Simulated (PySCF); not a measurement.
SiH2FCl, SMILES F[SiH2]Cl. Geometry: B3LYP-D3(BJ)/def2-TZVP.

The numbers are results of B3LYP-D3(BJ)/def2-TZVP in PySCF 2.14.0, not measurements.

Harmonic wavenumbers (cm⁻¹): 246, 551, 644, 734, 879, 925, 976, 2282, 2295. Rotational constants (GHz): 20.28, 4.032, 3.506; symmetry number 1.

Task: Work out the zero-point energy and the ideal-gas rigid-rotor harmonic-oscillator thermochemistry at 298.15 K and 1 atm.

Result: ZPE = ½ Σ hcν = ½ × 9531 cm⁻¹ = 57.01 kJ/mol. H − E(el) = 69.72 kJ/mol. Entropy in J/(mol K): translation 164.09, rotation 102.64, vibration 13.94, total 280.66. G − E(el) = -13.96 kJ/mol. Cp = 58.46 J/(mol K).
